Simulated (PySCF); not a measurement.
# Reading the logs of faulty runs: GeH6NSi cation

These are calculations, not measurements. The program is PySCF 2.14.0, an open-source quantum chemistry code, run on an isolated molecule that a program drew, which may never have been made. The molecule is GeH6NSi cation (charge +1, singlet), drawn as the SMILES string `[SiH2+][NH][GeH3]`.

Each row is a Hartree-Fock (HF) and frozen-core CCSD(T) single point in the cc-pV(D+d)Z basis, meant for a local HF minimum. Run 1 is clean. Each other run has one planted mistake out of seven kinds, and not every kind appears here: one electron removed, one electron added, multiplicity raised by two, geometry at a saddle point, minimal basis STO-3G, one bond length entered in bohr, all coordinates scaled. The reference is restricted for singlets and unrestricted otherwise, and also for a bond in bohr. Adding or removing an electron swaps singlet and doublet. Electrons count all cores. HOMO and LUMO are orbital energies over both spins, the gradient is its largest component, and the lowest frequency (negative if imaginary) is given only where the gradient is small. Bond lengths are over the 8 bonds as drawn. T1 is the CCSD diagnostic: over 0.02 (restricted) or 0.045 (unrestricted) a single reference is doubtful. Germanium has the cc-pVDZ-PP basis, with a core potential (ECP10MDF) in place of its 10 inner electrons, and its 3s, 3p and 3d shells are frozen in CCSD(T).

Geometry of the clean run:
```xyz
9
GeH6NSi cation, angstrom
Si    2.3012    0.8441   -0.9200
N     0.8704    1.2945   -1.5406
Ge   -0.1689    0.5686   -3.0252
H     2.9997   -0.2894   -1.5140
H     2.8748    1.5638    0.2125
H     0.4225    2.0851   -1.0971
H    -1.4781    0.1412   -2.3945
H     0.7017   -0.5792   -3.5042
H    -0.2824    1.7196   -4.0034
```

```
run,electrons,basis functions,<S^2>,HOMO (eV),LUMO (eV),gradient (hartree/bohr),lowest frequency (cm^-1),mean bond (Å),longest bond (Å),T1,HF (hartree),CCSD(T) (hartree),mistake
1,58,90,0.000,-16.71,-3.98,2.1e-05,101,1.5064,1.952,0.0167,-640.02272,-640.43251,no fault
2,57,90,0.761,-22.65,-13.56,1.1e-01,-,1.5064,1.952,0.0676,-639.47108,-639.84168,one electron removed
3,58,90,0.000,-16.42,-4.05,2.3e-02,-,1.5592,2.020,0.0189,-640.01299,-640.42959,all coordinates scaled
4,58,90,2.033,-12.15,-6.51,1.6e-01,-,1.5064,1.952,0.0199,-639.88759,-640.26252,multiplicity raised by two
5,59,90,0.768,-5.57,3.07,7.6e-02,-,1.5064,1.952,0.0138,-640.19742,-640.61766,?
6,58,90,0.861,-16.22,-4.88,1.2e-02,-,1.6688,2.758,0.0453,-639.90835,-640.30613,?
```

**Which mistake was planted in run 5, and what did it cost?**

It counts 59 electrons, one more than the clean run, at the same geometry and basis. So the mistake is: one electron added. Subtracting run 1 and multiplying by 627.51 kcal/mol a hartree, the energy moved by -109.6 kcal/mol in HF and -116.2 kcal/mol in CCSD(T).

**Which mistake was planted in run 6, and what did it cost?**

The mean bond changes by a factor of 1.108 and the longest by 1.413, so the molecule wasn't scaled as a whole. A length L in bohr read as angstrom grows by (1/0.5292 - 1) L = 0.890 L. The 8 bonds together grew by 8 x 0.1624 = 1.299 Å, which gives L = 1.460 Å. That is the length of one of the H-Si bonds, 1.459 Å in the clean geometry. So the mistake is: one bond length entered in bohr. Subtracting run 1 and multiplying by 627.51 kcal/mol a hartree, the energy moved by 71.8 kcal/mol in HF and 79.3 kcal/mol in CCSD(T).

Cautions from the logs. Run 2: T1 is over the limit, so its CCSD(T) energy is less reliable; run 6: T1 is over the limit, so its CCSD(T) energy is less reliable.
